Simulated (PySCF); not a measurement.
Working with the constants of MoN

PBE0 constants of MoN, ⁴Σ⁻ (quartet), unpaired electrons σ ↑, δ ↑↑ (basis Mo cc-pVDZ-PP with ECP28, N cc-pVDZ; scalar-relativistic core potentials; PySCF 2.14; masses 97.9054 and 14.0031 u):

```
ωe                     : 1118.6 cm⁻¹
ωexe                   : 8.25 cm⁻¹
Be                     : 0.52275 cm⁻¹
αe                     : 0.00342 cm⁻¹
De to Mo (4d5 5s1) + N : 4.87 eV
```

(1) What force constant and bond length do these constants imply?

(2) Estimate the centrifugal constant D from the Kratzer relation and find the Dunham coefficient a1.

The metal atom is held in its measured ground configuration; semilocal functionals can put another filling of s and d lower by some tenths of an eV, and De to that atom would be smaller. Spin–orbit coupling is left out, which matters for elements this heavy, above all for dissociation energies. With d or f electrons several states lie close, and the lowest PBE0 determinant need not be the measured ground state.

Results:

(1) Reduced mass μred = 12.251 u; k = 5.8918×10⁻⁷·μred·ωe² (u, cm⁻¹, mdyn/Å) = 9.03 mdyn/Å; Re = √(16.8576/(μred·Be)) (u, cm⁻¹, Å) = 1.622 Å.

(2) D = 4Be³/ωe² = 4.57e-07 cm⁻¹; a1 = −1 − αeωe/(6Be²) = -3.33.
